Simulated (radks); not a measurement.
The numbers below are computed, except where a source is named.
Problem. Species: Gd32+. Configuration: [Ar] 3d10 4s2 4p2. Code: a radial shooting solver on a logarithmic mesh with Libxc functionals. Model: Dirac Kohn-Sham, exchange-only PBE, spin-unpolarised, spherical densities, finite nucleus; open shells fill j = l - 1/2 first; Fermi nuclear charge, rms radius 5.1569 fm. Some entries of the table are withheld. Estimate them.

orbital  occ.  eigenvalue (eV)  <r^2> (bohr^2)  <1/r> (bohr^-1)
1s1/2       2        -51274.30       0.0006549            71.65
2s1/2       2        -9471.630         0.01018            17.12
2p1/2       2              (1)        0.007390            17.10
2p3/2       4              (2)        0.008615            15.11
3s1/2       2        -2983.584         0.06622            6.329
3p1/2       2        -2807.277         0.06139            6.248
3p3/2       4        -2659.305         0.06790            5.746
3d3/2       4        -2359.436             (3)              (4)
3d5/2       6        -2326.697             (5)              (6)
4s1/2       2        -1373.656          0.2719              (7)
4p1/2       2        -1300.827          0.2728            2.937
4p3/2       0        -1255.241          0.2929            2.775
4d3/2       0              (8)             (9)            2.662
4d5/2       0             (10)            (11)            2.623
5s1/2       0        -791.1502          0.7855            1.752

Solution. 
(1) 2p1/2 eigenvalue (eV): -9060.775
(2) 2p3/2 eigenvalue (eV): -8362.694
(3) 3d3/2 <r^2> (bohr^2): 0.05347
(4) 3d3/2 <1/r> (bohr^-1): 5.626
(5) 3d5/2 <r^2> (bohr^2): 0.05526
(6) 3d5/2 <1/r> (bohr^-1): 5.501
(7) 4s1/2 <1/r> (bohr^-1): 3.003
(8) 4d3/2 eigenvalue (eV): -1136.371
(9) 4d3/2 <r^2> (bohr^2): 0.2868
(10) 4d5/2 eigenvalue (eV): -1126.494
(11) 4d5/2 <r^2> (bohr^2): 0.2925
